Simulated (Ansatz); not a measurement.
A nudged elastic band was laid between two geometries of ClH3Sn + H3P (9 atoms, charge 0, multiplicity 1).

Method: Ansatz 0.2.0, RKS PBE/def2-SVP.

| Property | Result |
| --- | --- |
| movable images | 7 |
| climbing image | yes |
| spring | 5.0 eV/Å² |
| optimiser | quadratic models (default) |
| start path | through a guess of the saddle point |
| force threshold | 0.05 eV/Å |
| iteration limit | 60 |
| end points | relaxed |

Image 0:

```xyz
9
Properties=species:S:1:pos:R:3
Sn 0.691 -0.130 -0.299
Cl 0.605 -0.070 2.082
H 2.302 0.311 -0.724
H -0.474 1.013 -0.851
H 0.305 -1.746 -0.757
P -3.767 0.299 1.837
H -3.564 -0.278 0.531
H -3.959 -0.997 2.437
H -2.355 0.287 2.126
```

Image 8:

```xyz
9
Properties=species:S:1:pos:R:3
Sn -0.544 -0.233 -0.440
Cl 0.347 -0.246 3.576
H 0.566 1.061 -0.196
H -1.160 -0.188 -2.056
H 0.208 -1.754 -0.138
P -2.424 0.033 1.269
H -3.094 1.096 0.570
H -3.251 -1.002 0.709
H -0.865 -0.080 3.091
```

Which bonds break or form, and what moves?

Bonds broken: Sn1–Cl2, P6–H9. Bonds formed: Sn1–P6, Cl2–H9. ClH3Sn + H3P becomes ClH + H5PSn.

Give the energies along the band, and the barrier.

The run converged. The highest image is number 3 of 0 to 8, 1.62 eV above the first end and 1.23 eV above the last; the last end lies 0.39 eV above the first. The profile has 2 maxima (images 3, 6) with wells between them (image 5): this band takes more than one step, which may be the mechanism or a detour left from its start path. A structure lower than the first end lies on the path between it and the top, so the climb from that side starts below the end, which may itself be a saddle point or a shallow side well. Neighbouring images differ by up to 1.6 eV, so the band resolves the path poorly. A vibrational analysis at the climbing image gives one clearly imaginary mode, 758i cm⁻¹: a first-order saddle point. The orbitals stay closed-shell, which can raise the energy where a bond breaks towards radicals; this wasn't checked here.

| image | path coordinate (Å) | energy (eV) | Sn1–Cl2 (Å) | P6–H9 (Å) | Sn1–P6 (Å) |
| --- | --- | --- | --- | --- | --- |
| 0 | 0.00 | 0.00 | 2.38 | 1.44 | 4.96 |
| 1 | 1.69 | -0.01 | 2.38 | 1.44 | 4.72 |
| 2 | 3.38 | 0.07 | 2.39 | 1.44 | 4.07 |
| 3 | 5.06 | 1.62 | 2.77 | 1.66 | 2.97 |
| 4 | 6.44 | 0.45 | 3.72 | 2.23 | 2.56 |
| 5 | 7.82 | 0.42 | 4.74 | 2.38 | 2.55 |
| 6 | 9.20 | 0.43 | 4.38 | 2.39 | 2.55 |
| 7 | 10.58 | 0.42 | 4.23 | 2.38 | 2.56 |
| 8 | 11.96 | 0.39 | 4.11 | 2.40 | 2.55 |

What is the geometry of the highest image?


```xyz
9
Properties=species:S:1:pos:R:3
Sn -0.302 -0.191 -0.006
Cl 0.163 1.039 2.427
H 1.334 -0.711 0.189
H -0.524 1.293 -0.850
H -1.072 -1.499 -0.877
P -2.770 -0.234 1.647
H -3.160 0.128 0.316
H -2.530 -1.628 1.420
H -1.355 0.491 2.115
```

Run time: 14 min on 2 threads of Arm Neoverse N1 (shared host), peak memory 0.13 GiB.
